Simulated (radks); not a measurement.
Question: Charge is removed step by step from the 4s1/2 level of Ho5+, starting from [Kr] 4d10 4f9 5s2 5p5. Method: Dirac Kohn-Sham, PBEsol, spin-unpolarised, spherical densities, point nucleus; open shells fill j = l - 1/2 first; computed with a radial shooting solver on a logarithmic mesh with Libxc functionals. At the starting occupation the eigenvalue is -480.58 eV. Estimate the energy to remove one whole electron from this level, the eigenvalue at the end, and how far E(n) bends from a straight line.

Answer: Delta-SCF 494.70 eV; final eigenvalue -509.14 eV; the deviation from the straight line is -3.570 eV at 0.5 electron removed, the largest on the grid computed. Slater's transition state (half an electron removed) gives 494.62 eV. Integrating minus the eigenvalue over the occupation (Janak's theorem) gives 494.70 eV. The mean slope of the eigenvalue, de/dn, is 28.6 eV per electron.
